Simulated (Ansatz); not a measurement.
```yaml
atoms:
  - { symbol: Na, position_ang: [-1.3082, -1.3082, -1.3082] }
  - { symbol: Cl, position_ang: [-1.5159, -1.5159, 1.5159] }
  - { symbol: Cl, position_ang: [-1.5159, 1.5159, -1.5159] }
  - { symbol: Na, position_ang: [-1.3082, 1.3082, 1.3082] }
  - { symbol: Cl, position_ang: [1.5159, -1.5159, -1.5159] }
  - { symbol: Na, position_ang: [1.3082, -1.3082, 1.3082] }
  - { symbol: Na, position_ang: [1.3082, 1.3082, -1.3082] }
  - { symbol: Cl, position_ang: [1.5159, 1.5159, 1.5159] }
```

RHF on singlet Na4Cl4 was run in several spherical basis sets with Ansatz (development build ahead of 0.2.0).

(1) Rank the basis sets by the total energy that they give, lowest first, with the distance from the lowest.
A. def2-SVP
B. 6-31G(d)
C. cc-pVDZ

Answers

(1) C (0.00 eV), B (4.01 eV), A (22.40 eV).

Totals follow the description of the cores as much as that of the bonds, so this order isn't one of quality for chemistry.
